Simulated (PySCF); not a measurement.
PySCF input (M06-2X/def2-TZVPD):

```python
from pyscf import gto, scf, dft

mol = gto.M(
    atom='''
    Si    0.35397185   -0.19609196   -0.04027398
    C    -1.11287934   -0.92829987   -0.95271794
    O    -0.08918613   -0.18847530    1.55140301
    O     0.62911321    1.39046493   -0.46024757
    H    -0.92740196   -0.96878892   -2.02670168
    H    -1.99063626   -0.30225445   -0.76879018
    H    -1.32079849   -1.93808744   -0.59693360
    H     0.43277014    0.35152095    2.15172083
    H     1.20831996    1.55677965   -1.20839556
    ''',
    basis='def2-tzvpd',
    charge=0,
    spin=1,
    verbose=4,
)

mf = dft.UKS(mol, xc='m062x').density_fit(auxbasis='def2-universal-jkfit')
mf.grids.level = 4
mf.conv_tol = 1e-9
mf.max_cycle = 100
mf.max_memory = 1500
mf.kernel()
if not mf.converged:
    mf = mf.newton()
    mf.kernel(mf.make_rdm1())
for _ in range(2):
    mo, _, stable, _ = mf.stability(return_status=True)
    if stable:
        break
    mf.kernel(mf.make_rdm1(mo, mf.mo_occ))
mf.analyze()
```

End of the output:

```
Extra cycle  E= -481.115735123291  delta_E= -9.78e-12  |g|= 8.43e-06  |ddm|= 1.72e-05
converged SCF energy = -481.115735123291  <S^2> = 0.75267742  2S+1 = 2.0026756
uhf_internal: lowest eigs of H = [0.32677487 0.3392942  0.38538569]
<class 'pyscf.df.df_jk.DFUKS'> wavefunction is stable in the internal stability analysis
**** SCF Summaries ****
Total Energy =                        -481.115735123291302
Nuclear Repulsion Energy =             172.703571129946027
One-electron Energy =                -1006.703088897735370
Two-electron Energy =                  352.883782644498069
Two-electron Coulomb Energy =          398.294031819543875
DFT Exchange-Correlation Energy =      -45.410249175045827
HOMO-LUMO gap [eV] =                     4.361819047781929
**** MO energy ****
                             alpha | beta                alpha | beta
MO #1   energy= -67.0418199619069  | -67.0370787264665  occ= 1 | 1
MO #2   energy= -19.6313976048764  | -19.6296135861989  occ= 1 | 1
MO #3   energy= -19.6276946745664  | -19.6260751228853  occ= 1 | 1
MO #4   energy= -10.5186593111063  | -10.5172359931696  occ= 1 | 1
MO #5   energy= -5.57393044300242  | -5.57033799726207  occ= 1 | 1
MO #6   energy= -3.88852754686876  | -3.88241059076684  occ= 1 | 1
MO #7   energy= -3.88405817126654  | -3.88130630023996  occ= 1 | 1
MO #8   energy= -3.88280429200491  | -3.87752146737082  occ= 1 | 1
MO #9   energy= -1.13860793780583  | -1.13229003930965  occ= 1 | 1
MO #10  energy= -1.11735607827765  | -1.11154277253397  occ= 1 | 1
MO #11  energy= -0.792995112018566 | -0.786923073474185 occ= 1 | 1
MO #12  energy= -0.642766936079035 | -0.635646264123142 occ= 1 | 1
MO #13  energy= -0.595692081930963 | -0.592536178927021 occ= 1 | 1
MO #14  energy= -0.504190698171048 | -0.483630540284707 occ= 1 | 1
MO #15  energy= -0.479390443410592 | -0.474701089360895 occ= 1 | 1
MO #16  energy= -0.465844243632398 | -0.460241449556439 occ= 1 | 1
MO #17  energy= -0.462467453968558 | -0.45654617732254  occ= 1 | 1
MO #18  energy= -0.435299784759132 | -0.423220269783434 occ= 1 | 1
MO #19  energy= -0.425777850336674 | -0.415780885326825 occ= 1 | 1
MO #20  energy= -0.396545351267593 | -0.384426997758728 occ= 1 | 1
MO #21  energy= -0.239281332339949 | -0.0789874375498769 occ= 1 | 0
MO #22  energy= 0.00772378540034349 | 0.0118323296969448 occ= 0 | 0
MO #23  energy= 0.0237316072253257 | 0.0184257581133981 occ= 0 | 0
MO #24  energy= 0.0338562836646652 | 0.0286054267315547 occ= 0 | 0
MO #25  energy= 0.0575314770491241 | 0.0569443866586503 occ= 0 | 0
MO #26  energy= 0.0711056659254213 | 0.0623213666766991 occ= 0 | 0
MO #27  energy= 0.0759490500271241 | 0.0725294713535941 occ= 0 | 0
MO #28  energy= 0.0835381213941579 | 0.0791370207307016 occ= 0 | 0
MO #29  energy= 0.0850948885055256 | 0.0833040262440562 occ= 0 | 0
MO #30  energy= 0.0952785179920783 | 0.0854422913574434 occ= 0 | 0
MO #31  energy= 0.106359677288341  | 0.107556541809387  occ= 0 | 0
MO #32  energy= 0.113445711135345  | 0.112649204758511  occ= 0 | 0
MO #33  energy= 0.120571877392352  | 0.118242840990099  occ= 0 | 0
MO #34  energy= 0.135348605448506  | 0.122504225563775  occ= 0 | 0
MO #35  energy= 0.148525647564505  | 0.139264958265792  occ= 0 | 0
MO #36  energy= 0.153154006103746  | 0.147488144664542  occ= 0 | 0
MO #37  energy= 0.165402985025286  | 0.154451464113296  occ= 0 | 0
MO #38  energy= 0.184579391596968  | 0.162911103542775  occ= 0 | 0
MO #39  energy= 0.193454766504212  | 0.174899887200045  occ= 0 | 0
MO #40  energy= 0.203736643767243  | 0.193198770580044  occ= 0 | 0
MO #41  energy= 0.210824167686604  | 0.213936801560914  occ= 0 | 0
MO #42  energy= 0.220558591516273  | 0.218294831184454  occ= 0 | 0
MO #43  energy= 0.22405026379422   | 0.225130220389682  occ= 0 | 0
MO #44  energy= 0.249048371075727  | 0.24233912777378   occ= 0 | 0
MO #45  energy= 0.260709405195729  | 0.254588444790614  occ= 0 | 0
MO #46  energy= 0.267901717647173  | 0.258968164718105  occ= 0 | 0
MO #47  energy= 0.271062604515653  | 0.265714801700294  occ= 0 | 0
MO #48  energy= 0.276821153146193  | 0.268372893015384  occ= 0 | 0
MO #49  energy= 0.278063341175139  | 0.274861966252315  occ= 0 | 0
MO #50  energy= 0.287930817960364  | 0.27884635229287   occ= 0 | 0
MO #51  energy= 0.301189840935486  | 0.295944946860723  occ= 0 | 0
MO #52  energy= 0.303406877553293  | 0.300469010441603  occ= 0 | 0
MO #53  energy= 0.308920331154081  | 0.30308765439539   occ= 0 | 0
MO #54  energy= 0.313540079598939  | 0.308703639299862  occ= 0 | 0
MO #55  energy= 0.323242489158967  | 0.324186426488481  occ= 0 | 0
MO #56  energy= 0.338169185760096  | 0.334822793126318  occ= 0 | 0
MO #57  energy= 0.345486586316099  | 0.338762120986699  occ= 0 | 0
MO #58  energy= 0.353989096341771  | 0.346594414696138  occ= 0 | 0
MO #59  energy= 0.355873925183521  | 0.353202420597264  occ= 0 | 0
MO #60  energy= 0.373762200450098  | 0.358881055174545  occ= 0 | 0
MO #61  energy= 0.379623926527765  | 0.370279744046479  occ= 0 | 0
MO #62  energy= 0.384255493375783  | 0.381173073857979  occ= 0 | 0
MO #63  energy= 0.392285466991983  | 0.385514234979806  occ= 0 | 0
MO #64  energy= 0.405288328454736  | 0.399987175389401  occ= 0 | 0
MO #65  energy= 0.432078803068438  | 0.418179705703382  occ= 0 | 0
MO #66  energy= 0.448687740466766  | 0.441274979676953  occ= 0 | 0
MO #67  energy= 0.460025831533132  | 0.446764982231446  occ= 0 | 0
MO #68  energy= 0.464954292975181  | 0.45662421287964   occ= 0 | 0
MO #69  energy= 0.475543723533313  | 0.471321846503159  occ= 0 | 0
MO #70  energy= 0.487381360124572  | 0.481340004135322  occ= 0 | 0
MO #71  energy= 0.510951848264006  | 0.503930342384892  occ= 0 | 0
MO #72  energy= 0.519157632860053  | 0.510138563515477  occ= 0 | 0
MO #73  energy= 0.539443679246631  | 0.535452409204347  occ= 0 | 0
MO #74  energy= 0.562368359828684  | 0.559820332761273  occ= 0 | 0
MO #75  energy= 0.571340074163788  | 0.566110290018478  occ= 0 | 0
MO #76  energy= 0.590843597086761  | 0.587276505822421  occ= 0 | 0
MO #77  energy= 0.606812038485769  | 0.596956477730294  occ= 0 | 0
MO #78  energy= 0.624983623744056  | 0.617907205696694  occ= 0 | 0
MO #79  energy= 0.634993988564896  | 0.627982447771071  occ= 0 | 0
MO #80  energy= 0.643330378127049  | 0.633932554292662  occ= 0 | 0
MO #81  energy= 0.646112949167484  | 0.638109795487019  occ= 0 | 0
MO #82  energy= 0.674353385816968  | 0.655080352047194  occ= 0 | 0
MO #83  energy= 0.69889821301656   | 0.692484215838603  occ= 0 | 0
MO #84  energy= 0.707440076585087  | 0.696413331476594  occ= 0 | 0
MO #85  energy= 0.722713101662868  | 0.714293507587957  occ= 0 | 0
MO #86  energy= 0.738292439349688  | 0.730004437994948  occ= 0 | 0
MO #87  energy= 0.746565644953968  | 0.744513065489059  occ= 0 | 0
MO #88  energy= 0.750272552362999  | 0.747412396951899  occ= 0 | 0
MO #89  energy= 0.761304553333315  | 0.758538811931018  occ= 0 | 0
MO #90  energy= 0.785483422860278  | 0.775217572967088  occ= 0 | 0
MO #91  energy= 0.800355383804484  | 0.792163606222062  occ= 0 | 0
MO #92  energy= 0.868361569901501  | 0.864573219992364  occ= 0 | 0
MO #93  energy= 0.877077592064723  | 0.873433096598917  occ= 0 | 0
MO #94  energy= 0.891272057597195  | 0.88729678769452   occ= 0 | 0
MO #95  energy= 0.910369690599347  | 0.902768117348987  occ= 0 | 0
MO #96  energy= 0.949026569125787  | 0.945146133128796  occ= 0 | 0
MO #97  energy= 0.965926031887006  | 0.961700157547656  occ= 0 | 0
MO #98  energy= 0.981622600142087  | 0.978509317679031  occ= 0 | 0
MO #99  energy= 1.00360297527137   | 0.992924615615676  occ= 0 | 0
MO #100 energy= 1.0302793443387    | 1.01921856755243   occ= 0 | 0
MO #101 energy= 1.05168241502202   | 1.04390153583142   occ= 0 | 0
MO #102 energy= 1.09980653171764   | 1.09574580667565   occ= 0 | 0
MO #103 energy= 1.12558896108632   | 1.11319656899946   occ= 0 | 0
MO #104 energy= 1.14822530803229   | 1.13866066190196   occ= 0 | 0
[...]
```

It need not be the lowest isomer of its formula.
